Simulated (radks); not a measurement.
Species: Sm IV. Configuration: [Xe] 4f4 5d1 (not the ground configuration). Method: scalar-relativistic Kohn-Sham, LDA (Slater exchange, Perdew-Wang correlation), spin-polarised, spherical densities, finite nucleus; open shells are filled with parallel spins first (spin-orbit coupling, left out, can overturn this in heavy ions); Fermi nuclear charge, rms radius 5.0819 fm; computed with a radial shooting solver on a logarithmic mesh with Libxc functionals.

Normalised radial functions P(r) = r R(r), r in bohr:

r           5d up
0.001246   0.0000
0.00192    0.0000
0.002957   0.0000
0.004555   0.0002
0.007016   0.0005
0.01081    0.0016
0.01665    0.0050
0.02564    0.0149
0.0395     0.0404
0.06084    0.0953
0.09371    0.1811
0.1444     0.2383
0.2223     0.1262
0.3425    -0.1899
0.5276    -0.3589
0.8126    -0.0038
1.252      0.5736
1.928      0.7613
2.97       0.4599
4.574      0.1156
7.046      0.0083

5d up: eigenvalue -27.031 eV, 2 radial nodes at r = 0.269, 0.815 bohr, <r> = 2.10 bohr, 90 % of the charge inside 3.13 bohr.
